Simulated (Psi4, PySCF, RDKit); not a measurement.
Relaxed torsion scan: C3H12OSi2, SMILES C[Si](C)(C)[SiH2]O. Scanned: dihedral Si2–Si5–O6–H18; all other coordinates were relaxed at GFN2-xTB. Points at φ and −φ are mirror images. Heavy atoms are numbered in the order of the SMILES C[Si](C)(C)[SiH2]O, hydrogens after them in the order of the atoms that carry them; the mirror image has the same energies with the sign of each dihedral reversed.

Methods: MMFF94 // GFN2-xTB (RDKit); RKS-B3LYP/6-311+G** = restricted B3LYP/6-311+G**, spherical d, density fitting // GFN2-xTB in PySCF; PBE0/def2-SVP // GFN2-xTB (Psi4).

Energies in kJ/mol, each method relative to its own lowest point.

```json
[
 {"φ / °": "-165", "MMFF94": "2.69", "RKS-B3LYP/6-311+G**": "0.24", "PBE0/def2-SVP": "0.31"},
 {"φ / °": "-150", "MMFF94": "1.58", "RKS-B3LYP/6-311+G**": "0.92", "PBE0/def2-SVP": "1.21"},
 {"φ / °": "-135", "MMFF94": "0.49", "RKS-B3LYP/6-311+G**": "1.80", "PBE0/def2-SVP": "2.45"},
 {"φ / °": "-120", "MMFF94": "0.00", "RKS-B3LYP/6-311+G**": "2.60", "PBE0/def2-SVP": "3.50"},
 {"φ / °": "-105", "MMFF94": "0.54", "RKS-B3LYP/6-311+G**": "3.09", "PBE0/def2-SVP": "4.06"},
 {"φ / °": "-90", "MMFF94": "2.01", "RKS-B3LYP/6-311+G**": "3.34", "PBE0/def2-SVP": "4.10"},
 {"φ / °": "-75", "MMFF94": "3.71", "RKS-B3LYP/6-311+G**": "3.46", "PBE0/def2-SVP": "3.87"},
 {"φ / °": "-60", "MMFF94": "5.04", "RKS-B3LYP/6-311+G**": "3.70", "PBE0/def2-SVP": "3.76"},
 {"φ / °": "-45", "MMFF94": "5.79", "RKS-B3LYP/6-311+G**": "4.20", "PBE0/def2-SVP": "4.06"},
 {"φ / °": "-30", "MMFF94": "5.92", "RKS-B3LYP/6-311+G**": "4.91", "PBE0/def2-SVP": "4.68"},
 {"φ / °": "-15", "MMFF94": "5.57", "RKS-B3LYP/6-311+G**": "5.59", "PBE0/def2-SVP": "5.29"},
 {"φ / °": "0", "MMFF94": "5.25", "RKS-B3LYP/6-311+G**": "5.91", "PBE0/def2-SVP": "5.51"},
 {"φ / °": "15", "MMFF94": "5.57", "RKS-B3LYP/6-311+G**": "5.59", "PBE0/def2-SVP": "5.29"},
 {"φ / °": "30", "MMFF94": "5.92", "RKS-B3LYP/6-311+G**": "4.91", "PBE0/def2-SVP": "4.68"},
 {"φ / °": "45", "MMFF94": "5.79", "RKS-B3LYP/6-311+G**": "4.20", "PBE0/def2-SVP": "4.06"},
 {"φ / °": "60", "MMFF94": "5.04", "RKS-B3LYP/6-311+G**": "3.70", "PBE0/def2-SVP": "3.76"},
 {"φ / °": "75", "MMFF94": "3.71", "RKS-B3LYP/6-311+G**": "3.46", "PBE0/def2-SVP": "3.87"},
 {"φ / °": "90", "MMFF94": "2.01", "RKS-B3LYP/6-311+G**": "3.34", "PBE0/def2-SVP": "4.10"},
 {"φ / °": "105", "MMFF94": "0.54", "RKS-B3LYP/6-311+G**": "3.09", "PBE0/def2-SVP": "4.06"},
 {"φ / °": "120", "MMFF94": "0.00", "RKS-B3LYP/6-311+G**": "2.60", "PBE0/def2-SVP": "3.50"},
 {"φ / °": "135", "MMFF94": "0.49", "RKS-B3LYP/6-311+G**": "1.80", "PBE0/def2-SVP": "2.45"},
 {"φ / °": "150", "MMFF94": "1.58", "RKS-B3LYP/6-311+G**": "0.92", "PBE0/def2-SVP": "1.21"},
 {"φ / °": "165", "MMFF94": "2.69", "RKS-B3LYP/6-311+G**": "0.24", "PBE0/def2-SVP": "0.31"},
 {"φ / °": "180", "MMFF94": "3.20", "RKS-B3LYP/6-311+G**": "0.00", "PBE0/def2-SVP": "0.00"}
]
```

MMFF94 has few fitted parameters for silicon.
